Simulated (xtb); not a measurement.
C4H9Cl, charge +3, doublet, geometry from GFN2-xTB of the parent state (a state made from the parent by changing its charge; the spin is typed, not shown lowest); GFN1-xTB run with xtb.

xtb was given this input:
```
$ xtb mol.xyz --gfn 1 --chrg 3 --uhf 1 --json

# file mol.xyz
14

C     -0.35803721     1.42919133    -0.66345402
C     -0.01241224    -0.07450110    -0.33139039
C      1.31357077    -0.40822820    -0.97257391
C     -1.17741942    -0.93407452    -0.76105632
Cl     0.12768531    -0.02109610     1.45127205
H     -0.46140612     1.48330987    -1.74626188
H     -1.29077598     1.72560022    -0.19253743
H      0.43992807     2.09095065    -0.33949680
H      2.11353085     0.25924918    -0.65572346
H      1.62046295    -1.41998125    -0.69775470
H      1.22826438    -0.35729178    -2.05588240
H     -1.29587609    -0.89013610    -1.84154992
H     -2.11539944    -0.63347510    -0.29663208
H     -1.00359029    -1.97391709    -0.47493833
```

Output, abridged:

```
   ID    Z sym.   atoms
    1    6 C      1-4
    2   17 Cl     5
    3    1 H      6-14

           -------------------------------------------------
          |                Calculation Setup                |
           -------------------------------------------------

           -------------------------------------------------
          |                 G F N 1 - x T B                 |
           -------------------------------------------------

          ...................................................
          :                      SETUP                      :
          :.................................................:
          :  # basis functions                  44          :
          :  # atomic orbitals                  43          :
          :  # shells                           29          :
          :  # electrons                        29          :
          :  # halogen bonds                     0          :
          :  max. iterations                   250          :
          :  Hamiltonian                  GFN1-xTB          :
          :  restarted?                      false          :
          :  GBSA solvation                  false          :
          :  PC potential                    false          :
          :  electronic temp.          300.0000000     K    :
          :  accuracy                    1.0000000          :
          :  -> integral cutoff          0.2500000E+02      :
          :  -> integral neglect         0.1000000E-07      :
          :  -> SCF convergence          0.1000000E-05 Eh   :
          :  -> wf. convergence          0.2000000E-04 e    :
          :  Broyden damping             0.4000000          :
          :  net charge                          3          :
          :  unpaired electrons                  1          :
          ...................................................

 iter      E             dE          RMSdq      gap      omega  full diag
   1    -14.2354219 -0.142354E+02  0.107E+01    0.07       0.0  T
   2    -14.5194205 -0.283999E+00  0.655E+00    0.23       1.0  T
   3    -14.5744099 -0.549894E-01  0.667E+00    0.16       1.0  T
   4    -15.1649833 -0.590573E+00  0.502E+00    0.18       1.0  T
   5    -15.1756588 -0.106755E-01  0.494E+00    0.21       1.0  T
   6    -15.1242279  0.514309E-01  0.467E+00    0.05       1.0  T
   7    -15.0172275  0.107000E+00  0.422E+00    0.17       1.0  T
   8    -15.2748407 -0.257613E+00  0.351E+00    0.33       1.0  T
[...]
         :: total energy             -15.254945504957 Eh    ::
[...]
     5Cl    0.84014  0.83360   1.969  4.192 -0.001
     6H     0.23257  0.28584   0.767  0.000  0.000
     7H     0.19578  0.24930   0.804  0.000  0.000
     8H     0.19578  0.24930   0.804  0.000  0.000
     9H     0.21772  0.27079   0.782  0.000  0.000
    10H     0.27039  0.32298   0.730  0.000  0.000
    11H     0.21135  0.26452   0.789  0.000  0.000
    12H     0.21135  0.26452   0.789  0.000  0.000
    13H     0.21772  0.27079   0.782  0.000  0.000
    14H     0.27039  0.32298   0.730  0.000  0.000

Wiberg/Mayer (AO) data.
largest (>0.10) Wiberg bond orders for each atom

 ---------------------------------------------------------------------------
     #   Z sym  total        # sym  WBO       # sym  WBO       # sym  WBO
 ---------------------------------------------------------------------------
     1   6 C    3.656 --     8 H    0.922     7 H    0.922     6 H    0.845
                             2 C    0.595     5 Cl   0.211
     2   6 C    3.830 --     5 Cl   1.177     4 C    0.975     3 C    0.975
                             1 C    0.595
     3   6 C    3.787 --     2 C    0.975    11 H    0.886     9 H    0.858
                            10 H    0.744     5 Cl   0.176
     4   6 C    3.787 --     2 C    0.975    12 H    0.886    13 H    0.858
                            14 H    0.744     5 Cl   0.176
     5  17 Cl   2.032 --     2 C    1.177     1 C    0.211     4 C    0.176
                             3 C    0.176
     6   1 H    0.924 --     1 C    0.845
     7   1 H    0.940 --     1 C    0.922
     8   1 H    0.940 --     1 C    0.922
     9   1 H    0.916 --     3 C    0.858
    10   1 H    0.909 --     3 C    0.744
    11   1 H    0.929 --     3 C    0.886
    12   1 H    0.929 --     4 C    0.886
    13   1 H    0.916 --     4 C    0.858
    14   1 H    0.909 --     4 C    0.744
 ---------------------------------------------------------------------------

Topologies differ in total number of bonds
Writing topology from bond orders to xtbtopo.mol

 dipole moment from electron density (au)
     X       Y       Z
  -0.0261  -0.2785  -0.9993  total (Debye):    2.637

           -------------------------------------------------
          | TOTAL ENERGY              -15.254945504957 Eh   |
          | GRADIENT NORM               0.082041143673 Eh/α |
          | HOMO-LUMO GAP               0.371298657295 eV   |
           -------------------------------------------------

normal termination of xtb
```
